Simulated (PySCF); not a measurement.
Mass spectrum arithmetic for gallium monochloride

Species: `[Cl][Ga]` (gallium monochloride) [singlet].

Calculated for natural abundance.

(1) Find the molar and monoisotopic masses of GaCl.

(2) Work out the cluster of the molecular ion M+•, one line a nominal mass.

(3) What resolving power m/Δm just matches the spacing of the species with one 37Cl and with one 71Ga?

(4) Which singly substituted isotopologues are there?

(5) What is the composition by mass?

(6) Which m/z would the protonated and sodiated molecule have?

Answers

(1) For GaCl, with standard atomic weights, 1 × 35.450 + 1 × 69.723 = 105.173 g/mol. From the most abundant isotopes (35Cl, 69Ga), 1 × 34.968853 + 1 × 68.925574 = 103.8944 u.

(2) 
```json
{"nominal mass": "104", "m/z (centroid)": "103.8939", "relative intensity": "100.0"}
{"nominal mass": "106", "m/z (centroid)": "105.8923", "relative intensity": "98.3"}
{"nominal mass": "108", "m/z (centroid)": "107.8901", "relative intensity": "21.2"}
```

Lines under 0.1 % of the tallest are left out. One electron mass, 0.00055 u, is taken off. Abundances used (%; other tables differ somewhat): 35Cl 75.78, 37Cl 24.22; 69Ga 60.108, 71Ga 39.892.

(3) They lie 0.00208 u apart at mass 105.89, so m/Δm is about 51000.

(4) Intensity in % of the monoisotopic species:

```tsv
isotope	mass shift (u)	m/z	intensity (%)
37Cl	+1.99705	105.8909	31.96
71Ga	+1.99913	105.8930	66.37
```

Species under 0.02 % are left out.

(5) Cl 33.71 %, Ga 66.29 %.

(6) [M+H]+ 104.9017, [M+Na]+ 126.8836, for the monoisotopic species (arithmetic only; whether such ions form is another matter).
